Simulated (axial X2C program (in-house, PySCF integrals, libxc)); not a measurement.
**Potential curves of Br₂, two-component**

All values were computed with an in-house relativistic program for diatomic molecules. Two-component (2c) means X2C with spin–orbit coupling and atomic mean-field two-electron Coulomb and Gaunt terms. Basis: Br dyall-cv3z [8s9p6d4f1g] (cores contracted in-house); Gaussian nuclei, density fitting, unrestricted open shells. Masses: Br 78.918 u.

State: Ω = 0 (closed shell). Energies in cm⁻¹ from the fragments at the same level (Br + Br). Fits are polynomials in 1 − R0/R over 0.85 to 1.23 times the lowest point R0.

```tsv
R (Å)	HF	PBE0
1.9914	6055	-8053
2.0830	746	-13145
2.1517	-1448	-15268
2.2203	-2509	-16325
2.2890	-2714	-16582
2.3691	-2149	-16141
2.4492	-965	-15137
2.5522	1161	-13317
2.6781	4288	-10655
2.8613	9207	-6557
```

Occupations by symmetry block were frozen at the best pattern of an incomplete PBE0 search. Closed shells are restricted here (equal orbitals for both partners); the stretched side of such a curve lies too high. Dissociation energies refer to the lowest single-determinant-based atoms at the same level and basis. Without a current term, density functionals place determinants with orbital angular momentum somewhat too high.

(1) What are Re, ωe and De at the HF level?

(2) Fit the PBE0 curve near its minimum: give the equilibrium distance, the harmonic wavenumber and the well depth.

Answers

(1) At HF, 2c: Re = 2.274 Å, ωe ≈ 352 cm⁻¹, De = 0.34 eV to Br + Br; Be follows as 0.0827 cm⁻¹.

(2) At PBE0, 2c: Re = 2.281 Å, ωe ≈ 333 cm⁻¹, De = 2.06 eV to Br + Br; Be follows as 0.0821 cm⁻¹.
